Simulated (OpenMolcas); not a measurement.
**Ti2+: effect of correlating more closed shells**

```json
{"Program": "OpenMolcas", "Basis": "ANO-RCC-VTZP [6s5p3d2f1g]", "Scalar Hamiltonian": "DKH2, point nucleus", "Active space": "2 electrons in 6 orbitals (3d 4s)", "State averaging": "2S+1 = 3 even, 15 roots; 2S+1 = 1 even, 20 roots kept (CI in the orbitals of an earlier block)", "Spin-orbit coupling": "state interaction with AMFI integrals over the reference wave functions, term energies averaged over their components"}
```

Methods on the same reference wave functions:
A. CASSCF
B. MS-CASPT2, IPEA 0.25 Eh, imaginary shift 0.1 Eh (closed shells correlated: none)
C. MS-CASPT2, IPEA 0.25 Eh, imaginary shift 0.1 Eh (closed shells correlated: 3s 3p)

Energies in cm-1 above 3d2 3F2, the measured ground level; measured values from Corliss and Sugar, J. Phys. Chem. Ref. Data 8, 1 (1979).

```
    Level      A      B      C  Measured
  3d2 3F2    0.0    0.0    0.0       0.0
  3d2 3F3    197    198    199       185
  3d2 3F4    454    455    456       420
  3d2 1D2  11411   9250   8140      8474
  3d2 3P0  13764  12040  11050     10538
  3d2 3P1  13832  12100  11110     10604
  3d2 3P2  13974  12250  11260     10721
  3d2 1G4  17922  16120  14680     14398
3d 4s 3D1  39015  38120  37610          
3d 4s 3D2  39139  38240  37730     38199
3d 4s 3D3  39338  38440  37930     38426
  3d2 1S0  43431  32920  32350     32476
3d 4s 1D2  44589  41300  41040     41704
```

Deviations, from unrounded energies. A percentage is the sum of absolute deviations over the sum of measured energies, with the sign that they share, or ± where signs differ.

```
                        Against measurement  Levels      A     B     C
             mean absolute deviation (cm-1)      11   2900   730   360
      fine structure of the ground term (%)       2   +7.6  +7.9  +8.0
other terms of the ground configuration (%)       6  +31.1  +8.6  ±2.6
                   other configurations (%)       3   +4.0  ±0.4  -1.4
```

C lies closest to measurement on these levels and A furthest from it. The largest miss of C in the table is 3d 4s 1D2, by -670 cm-1. The ranking rests on the paired levels alone, and a cruder setting can come out closer through cancelling errors.

Between B and C the level of the table that moves most is 3d2 1G4, by 1400 cm-1 (lowest in C, highest in B). Moves below CASPT2's spread within the term are not significant.

The mean deviations of B to C differ by less than CASPT2's widest spread within a term (650 cm-1), so their order carries little weight.

From A to B the spin-free energies of the other terms of 3d2 shown, above 3F, scale by factors of 0.76 to 0.90, as is usual when dynamic correlation screens the repulsion within a d or f shell.

The lowest spin-free term lies below A's lowest term by 0.006 hartree in B, 0.300 hartree in C.

What an inner shell adds also hangs on whether the basis holds functions to correlate it.

CASPT2 does not keep the components of a term degenerate, so their means are used; among the terms shown or strongly mixed into the levels shown the widest spread is 650 cm-1 (3d2 3F, C). Terms from blocks run as CI alone lack orbitals of their own. A single d shell beside an s shell can misplace configurations of different d count against each other. Without dynamic correlation excited terms often stand tens of per cent too high (terms of higher spin than the ground term too low), and those without a measured partner can miss by more than the paired ones (holds for A). Computed and measured levels are paired by configuration, term and J; levels that our copy of the source lacks, or whose pairing is in doubt (as where it misses far off the trend of its configuration), stay unpaired and out of the deviations. Levels of configurations outside the active space are missing.
